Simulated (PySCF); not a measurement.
[PySCF 2.14: geometry from GFN2-xTB; shieldings: GIAO PBE0/pcSseg-1; no relativistic terms; averaged over atoms made equivalent by symmetry, fast rotation or ring inversion; no solvent model; one conformer]

δ = σ(ref) − σ, references computed at the same level: TMS for ¹H (σ = 31.72 ppm), ¹³C (σ = 186.93 ppm). Acid and N–H amide carbonyl carbons lie up to 10 ppm further downfield in solution (hydrogen bonding). Shifts are as computed. Against solution values, carbons near 30 ppm lie about +3 ppm off and those near 130 ppm about +5 ppm. Of 1211 compounds with measured shifts, 218 miss one by over three times the rms of a fit or turn the order of signals round; such compounds aren't used in these exercises. OH and NH positions are gas-phase values without hydrogen bonding to other molecules.

Q: Order these molecules by the shift of their most deshielded carbon-bound hydrogen, lowest δ first.
A. C/C=C(/C)CC(=O)O
B. C=C1CCCC[C@@H]1O[SiH3]
C. CC(C)=PCCC(F)(F)F

A: C (2.56 ppm, hydrogen on a methyl carbon), B (5.15 ppm, hydrogen on a terminal =CH2 carbon), A (5.86 ppm, hydrogen on an alkene CH).

Q: Order these molecules by the shift of their most deshielded carbon, lowest δ first.
A. C=C1CCCC[C@@H]1O[SiH3]
B. C/C=C(/C)CC(=O)O
C. CC(C)=PCCC(F)(F)F

A: A (157.7 ppm, fully substituted alkene carbon), B (174.8 ppm, carboxylic acid carbon), C (219.5 ppm, carbon double-bonded to a heavier main-group atom).

Q: How many ¹³C and ¹H signals does each give (equivalence by symmetry and fast rotation, but not about amide C–N or C=N bonds)? `C/C=C(/C)CC(=O)O`, `C=C1CCCC[C@@H]1O[SiH3]`, `C=C(C)[C@@H]1COCC[SiH2]1`, `CC(C)=PCCC(F)(F)F`

A: C/C=C(/C)CC(=O)O: 6 C, 5 H; C=C1CCCC[C@@H]1O[SiH3]: 7 C, 12 H; C=C(C)[C@@H]1COCC[SiH2]1: 7 C, 12 H; CC(C)=PCCC(F)(F)F: 6 C, 4 H.
